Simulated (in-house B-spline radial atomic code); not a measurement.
Configurations of In⁸⁺, with energies counted from [Kr] 4d5. All numbers are computed (Dirac-Hartree-Fock, average of configuration; Fermi nucleus of rms radius 4.6156 fm) with a radial B-spline atomic code at the basis-set limit, not measured. Energies include first-order Breit, QED and recoil terms.

Occupations are held fixed; configurations that lie above the ionisation limit could autoionise.

| configuration | E - E(ref) (eV) | highest orbital | its <r> (bohr) |
| --- | --- | --- | --- |
| [Kr] 4d4 5s1 | 44.825 | 5s1/2 | 1.734 |
| [Kr] 4d4 7p1 | 116.97 | 7p3/2 | 4.917 |
| [Ar] 3d10 4s2 4p5 4d5 5f1 | 171.62 | 5f7/2 | 2.779 |
| [Ar] 3d10 4s2 4p5 4d5 5g1 | 179.93 | 5g7/2 | 2.986 |
| [Ar] 3d10 4s2 4p5 4d5 6f1 | 188.86 | 6f7/2 | 4.479 |

**Question.** Order these further configurations by energy, lowest first.
A. [Ar] 3d10 4s2 4p5 4d6
B. [Ar] 3d10 4s2 4p5 4d5 8g1
C. [Kr] 4d4 6p1
D. [Kr] 4d4 4f1
E. [Kr] 4d4 8f1

**Answer.** D (67.896 eV), A (70.298 eV), C (98.121 eV), E (134.74 eV), B (206.99 eV).

**Question.** How far above the reference does [Kr] 4d4 7f1 lie?

**Answer.** 128.46 eV; its least bound orbital is 7f7/2 with <r> = 6.518 bohr.
